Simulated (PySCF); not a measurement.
# CH10NSi3: g tensor and hyperfine couplings

CH₁₀NSi₃ (doublet state).
Atom-mapped SMILES: `[NH2:1][SiH2:2][SiH2:3][CH:4][SiH3:5]` (hydrogens: H6, H7 on N1; H8, H9 on Si2; H10, H11 on Si3; H12 on C4; H13, H14, H15 on Si5)

Geometry (GFN2-xTB, Å), atoms numbered from 1 in this order:
```
atom  x, y, z in Å
N1    -1.3708    0.0095    1.6199
Si2   -2.0343   -0.2146    0.0495
Si3   -0.2432   -0.9108   -1.2740
C4     1.0996    0.3362   -1.1382
Si5    2.3059    0.5499    0.2574
H6    -0.4736    0.4548    1.7235
H7    -1.9718    0.2626    2.3871
H8    -3.0891   -1.2144    0.2483
H9    -2.6974    0.9801   -0.5110
H10    0.2162   -2.2393   -0.8489
H11   -0.7133   -1.0319   -2.6641
H12    1.0593    1.1586   -1.8434
H13    1.7771    1.4644    1.2944
H14    3.5589    1.1396   -0.2270
H15    2.5718   -0.7368    0.9046
```

The hyperfine couplings belong to this conformer and change with its torsions.

Level of theory: PySCF, UKS B3LYP, pcH-1 on C H N Si, non-relativistic, mean-field spin-orbit, GIAO. The structure is a single GFN2-xTB conformer in the gas phase; no vibrational or solvent corrections. A GFN2-xTB geometry isn't a minimum of the functional, and hyperfine couplings can be far from their values at a DFT geometry. No stability test was run, so a lower SCF solution isn't excluded.

```
g1, g2, g3                      : 2.00208, 2.00273, 2.00334
g_iso                           : 2.00272
Form of g                       : rhombic: the two nearest values differ by 49 % of g3 − g1
⟨S²⟩                            : 0.7542 (exact 0.7500)
HOMO–LUMO gap, α and β orbitals : 6.26, 3.75 eV
Total energy                    : -967.36879 Eh
Basis functions                 : 255
```

Isotropic coupling and dipolar principal values T1 to T3, in MHz:

| atom | isotope | a_iso | of which spin–orbit | T1 | T2 | T3 | Mulliken spin population |
| --- | --- | --- | --- | --- | --- | --- | --- |
| N1 | 14N | -0.9 | 0.0 | -0.3 | -0.1 | 0.4 | 0.00 |
| Si2 | 29Si | -80.9 | 0.1 | -18.4 | 9.0 | 9.4 | 0.07 |
| Si3 | 29Si | 45.9 | -0.1 | -1.9 | -0.2 | 2.1 | -0.06 |
| C4 | 13C | 80.4 | -0.1 | -69.1 | -68.3 | 137.3 | 0.95 |
| Si5 | 29Si | 42.5 | -0.1 | -2.2 | 0.5 | 1.7 | -0.04 |
| H6 | 1H | -0.5 | 0.0 | -2.5 | -1.4 | 3.9 | 0.00 |
| H7 | 1H | 0.6 | 0.0 | -1.2 | -0.7 | 1.9 | 0.00 |
| H8 | 1H | 19.3 | 0.0 | -1.6 | -0.6 | 2.2 | 0.01 |
| H9 | 1H | 2.5 | 0.0 | -1.7 | -0.8 | 2.6 | 0.00 |
| H10 | 1H | 32.4 | 0.0 | -2.8 | -2.0 | 4.8 | 0.02 |
| H11 | 1H | 28.1 | 0.0 | -2.7 | -2.1 | 4.8 | 0.02 |
| H12 | 1H | -50.4 | 0.0 | -33.1 | -0.9 | 34.0 | -0.04 |
| H13 | 1H | 91.6 | 0.0 | -3.2 | -1.2 | 4.5 | 0.05 |
| H14 | 1H | 31.2 | 0.0 | -3.0 | -2.2 | 5.2 | 0.02 |
| H15 | 1H | 7.5 | 0.0 | -2.9 | -2.4 | 5.3 | 0.00 |

The largest Mulliken spin populations are on C4 (+0.95) and Si2 (+0.07). C4 is the only atom above +0.15. The angles at C4 add up to 358.7°, so it is planar; its axial dipolar tensor and the negative coupling of its proton fit spin in a p orbital normal to that plane.

Axes: g2 points within 10° of the Si3–C4 bond.

Under fast tumbling the dipolar parts average out, and these isotropic splittings remain: 1 × 1H (H12, I = 1/2, 2 lines) with 1.80 mT, 3 × 1H (H13/H14/H15, I = 1/2, 4 lines) with 1.55 mT, 2 × 1H (H10/H11, I = 1/2, 3 lines) with 1.08 mT, 2 × 1H (H8/H9, I = 1/2, 3 lines) with 0.39 mT and 1 × 14N (N1, I = 1, 3 lines) with 0.03 mT.

Nuclei that the bonding pattern makes equivalent are averaged, as if the motion that swaps them (rotation, inversion, ring flip) were fast. The three 1H nuclei of mean +43.4 MHz run from 7.5 to 91.6 MHz in the frozen geometry. The 1H value of +10.9 MHz is a mean of couplings from 2.5 to 19.3 MHz in this one geometry, not an average over conformers.

The 29Si coupling of Si2 (-80.9 MHz) shows only in satellite lines or after enrichment, since that isotope makes up about 4.7 % of natural silicon.

The 13C coupling of C4 (80.4 MHz) shows only in satellite lines or after enrichment, since that isotope makes up about 1.07 % of natural carbon.
